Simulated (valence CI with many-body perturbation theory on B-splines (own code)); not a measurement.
# Questions on I48+

Level of theory: valence CI with perturbative core correlation (CI+MBPT): three valence electrons over a frozen Dirac-Fock core [He], a basis of 11 s, 11 p, 9 d, 7 f, 5 g, 2 h, 1 i functions for each j, with the one-electron correlation potential Σ1 (screened to all orders), the two-electron term Σ2, the three-electron term Σ3, Breit, model QED; selected single and double excitations, second order for the rest (own B-spline code, finite nucleus).

No measured spectrum was set against this ion. As an estimate, large intervals hold to a few tenths of a per cent, small ones and those within an open d or f shell to about a per cent.

Levels are named by their leading jj configuration (3d3/2^4 stands for four electrons in 3d with j = 3/2), which in mixed levels can hold well under half, so a name can repeat and another be missing.

Rates and lifetimes use the calculated energies. Strong lines usually hold to 10 to 20 %, long lifetimes can be off by a factor of two.

What is the ground level?

(2s^2 2p1/2) J=1/2, composition 100 % 2s²2p ²P°, g = 0.642.

Among levels below 5828.7 eV, which E1 lines absorb most strongly from the ground level?

to (2s^2 3d3/2) J=3/2 at 0.2400 nm, f = 0.456; to (2s 2p1/2 3p1/2) J=3/2 at 0.2411 nm, f = 0.333; to (2s 2p1/2 3p3/2) J=3/2 at 0.2360 nm, f = 0.190.

How well does LS coupling describe the low levels?

Among the lowest 20 levels the leading LS term, summed over configurations, holds 76 % on average. For single configurations the figures are 76 % in LS and 98 % in jj coupling. Terms mix most in the J = 3/2 level at 691.5 eV, where the leading one holds 46 %.

What are the static dipole polarisabilities of the lowest levels?

(2s^2 2p1/2) J=1/2 0.000740 bohr³, of which the core gives 9.97e-07.

Where does the other parity begin?

At (2s 2p1/2^2) J=1/2, 158.8 eV.
